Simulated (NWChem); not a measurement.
All runs are NWChem calculations. System: CH$_{7}$Si$_{2}$, charge 0, spin multiplicity 2, at a geometry optimised with UB3LYP/def2-SVP. The structure started from a generated list of species. Its SCF solution wasn't tested for a lower state. Level: UMP2/def2-TZVP, 11 core orbitals frozen.

Job file:

```
start mol
memory heap 200 mb stack 900 mb global 1100 mb
geometry units angstroms nocenter noautoz noautosym
  Si     1.624121     0.360288     0.062953
  C      0.106533    -0.694774    -0.358919
  Si    -1.574680    -0.016116     0.182700
  H      2.898953    -0.325587    -0.318339
  H      1.557999     1.700361    -0.599133
  H      0.085375    -0.845153    -1.455154
  H      0.241184    -1.692922     0.093245
  H     -2.671109    -0.933530    -0.248657
  H     -1.815815     1.325682    -0.425445
  H     -1.627965     0.121374     1.667840
end
basis spherical
  * library def2-tzvp
end
scf
  uhf
  nopen 1
  maxiter 100
  thresh 1e-7
  semidirect memsize 60000000 filesize 0
  # guess.movecs holds the orbitals of an unrestricted PBE0 run
  vectors input guess.movecs output mol.movecs
end
mp2
  freeze core 11
end
task mp2 energy
```

NWChem printed:

```
             Northwest Computational Chemistry Package (NWChem) 7.3.0
             --------------------------------------------------------

                                NWChem Input Module
                                -------------------

 Scaling coordinates for geometry "geometry" by  1.889725989
 (inverse scale =  0.529177249)

                             Geometry "geometry" -> ""
                             -------------------------

 Output coordinates in angstroms (scale by  1.889725989 to convert to a.u.)

  No.       Tag          Charge          X              Y              Z
 ---- ---------------- ---------- -------------- -------------- --------------
    1 Si                  14.0000     1.62412100     0.36028800     0.06295300
    2 C                    6.0000     0.10653300    -0.69477400    -0.35891900
    3 Si                  14.0000    -1.57468000    -0.01611600     0.18270000
    4 H                    1.0000     2.89895300    -0.32558700    -0.31833900
    5 H                    1.0000     1.55799900     1.70036100    -0.59913300
    6 H                    1.0000     0.08537500    -0.84515300    -1.45515400
    7 H                    1.0000     0.24118400    -1.69292200     0.09324500
    8 H                    1.0000    -2.67110900    -0.93353000    -0.24865700
    9 H                    1.0000    -1.81581500     1.32568200    -0.42544500
   10 H                    1.0000    -1.62796500     0.12137400     1.66784000

 Effective nuclear repulsion energy (a.u.)     140.2164564584

            Nuclear Dipole moment (a.u.)
            ----------------------------
        X                 Y               Z
 ---------------- ---------------- ----------------
    -0.0000113384    -0.0000207870    -0.0000283459


 Summary of "ao basis" -> "" (spherical)
 ------------------------------------------------------------------------------
       Tag                 Description            Shells   Functions and Types
 ---------------- ------------------------------  ------  ---------------------
 *                         def2-tzvp                  on all atoms
[...]
  AO/Fock/Back tols     =   1.0D-09  1.0D-09  1.0D-09

 GA uses MA = F    GA memory limited = T

 Available:
  local mem=  1.26D+08
 global mem=  1.44D+08
 local disk=  0.00D+00
  mp2_memr nvloc                   126
  nvloc new                   126
   1 passes of  10:        5242880                     107057                  45117524.
   1 passes of  10: M    126148361           G      144135982           F     120905481.

 Semi-direct pass number   1 of   1  for UHF alpha       at       38.2s
  vrange nnbf                 10523
  mp2_eaftype                   172  avail_ma_in_mb                  1099
 EAF : mp2_eaftype filesize         172   22558762.
  mp2_eaf for mointskh                    172
Node 0 wrote    106.1 Mb in      0.0 s     Agg I/O rate:  2585.2 Mb/s
 Done moints_semi at       49.7s
  mp2_eaftype                   172  avail_ma_in_mb                   927
 EAF : mp2_eaftype filesize         172   22558762.
  mp2_eaf for kh                   172
 Done maket at       50.1s
 Done multipass loop at       50.1s

 GA uses MA = F    GA memory limited = T

 Available:
  local mem=  1.26D+08
 global mem=  1.44D+08
 local disk=  0.00D+00
  mp2_memr nvloc                   127
  nvloc new                   127
   1 passes of   9:        5242880                     101209                  40931475.
   1 passes of   9: M    126148361           G      144135982           F     120905481.

 Semi-direct pass number   1 of   1  for UHF beta        at       50.1s
  vrange nnbf                 10523
  mp2_eaftype                   156  avail_ma_in_mb                  1099
 EAF : mp2_eaftype filesize         156   20465737.
  mp2_eaf for mointskh                    156
Node 0 wrote     96.2 Mb in      0.1 s     Agg I/O rate:  1537.4 Mb/s
 Done moints_semi at       62.6s
  mp2_eaftype                   156  avail_ma_in_mb                   943
 EAF : mp2_eaftype filesize         156   20465737.
  mp2_eaf for kh                   156
 Done maket at       63.1s
 Done multipass loop at       63.1s

          -------------------------------------------
          SCF energy                -619.805184169288
          Correlation energy          -0.392139474611
          Singlet pairs                0.000000000000
          Triplet pairs                0.000000000000
          Total MP2 energy          -620.197323643900
          -------------------------------------------

          ---------------------------------------------------
                    Spin Component Scaled (SCS) MP2
          Same spin pairs                     -0.072579663284
          Same spin scaling factor             0.333333333333
          Opposite spin pairs                 -0.319559811328
          Opposite spin scaling fact.          1.200000000000
          SCS-MP2 correlation energy          -0.407664994688
          Total SCS-MP2 energy              -620.212849163976
          ---------------------------------------------------

 -----------------------
 Performance information
 -----------------------

 Timer overhead =  1.89D-07 seconds/call

               Nr. of calls         CPU time (s)                 Wall time (s)                GFlops
             ---------------    -------------------     ------------------------------   -------------------
Name         Min   Avg   Max    Min     Avg     Max     Min     Avg     Max   Mx/calls   Min     Max     Sum
mp2: moin     2     2     2    24.     24.     24.      24.     24.     24.     12.      0.0     0.0     0.0
mp2: make     2     2     2   0.88    0.88    0.88     0.88    0.88    0.88    0.44      0.0     0.0     0.0
mp2: tota     1     1     1    25.     25.     25.      25.     25.     25.     25.      0.0     0.0     0.0

 The average no. of pstat calls per process was 5.00D+00
 with a timing overhead of 9.47D-07s

 Task  times  cpu:       63.1s     wall:       63.1s

 Total times  cpu:       63.1s     wall:       63.1s
```
